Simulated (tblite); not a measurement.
Question: Write Cartesian coordinates for `Cc1nnc(F)cc1F` as optimised with GFN2-xTB.

Answer: 
```xyz
13
C5H4F2N2 angstrom
C     -2.1021    0.1563    0.0993
C     -0.6157    0.2321    0.1298
N     -0.0550    1.2814    0.6994
N      1.2341    1.4178    0.7652
C      2.0152    0.4987    0.2574
F      3.3262    0.7032    0.3613
C      1.5594   -0.6627   -0.3750
C      0.1909   -0.7778   -0.4289
F     -0.3770   -1.8433   -1.0085
H     -2.5164    1.0333    0.5855
H     -2.4414   -0.7435    0.6102
H     -2.4532    0.1052   -0.9302
H      2.2307   -1.4001   -0.7832
```

Any rigid rotation of these coordinates is as good. Atoms count from 1 in this order. The 6-membered ring C2–N3–N4–C5–C7–C8 has internal angles of 114.3° to 124.3°; it is planar, 0.00 Å rms from its mean plane, widest ring torsion 0°. The C–C distances run from 1.374 Å (C7–C8, aromatic) to 1.489 Å (C1–C2, drawn single), a spread of 0.115 Å. N4 (pyridine-type nitrogen) is bent (angle 120.0°). The 9 heavy atoms lie in one plane (0.001 Å rms).

Bonds between heavy atoms (Å): C1–C2 1.489, C2–N3 1.319, N3–N4 1.298, N4–C5 1.309, C5–F6 1.331, C5–C7 1.399, C7–C8 1.374, C8–F9 1.339, C2–C8 1.408.

The geometry is computed with GFN2-xTB (gas phase).

Point group: Cs (every atom within 0.08 Å of its image). Its GFN2-xTB frequencies are all real (lowest 71 cm⁻¹).

Time: 0.12 s. Hardware: an Arm Neoverse V1 with one thread, shared host with 32 logical CPUs at a one-minute load of 6.1. This is the geometry optimisation.
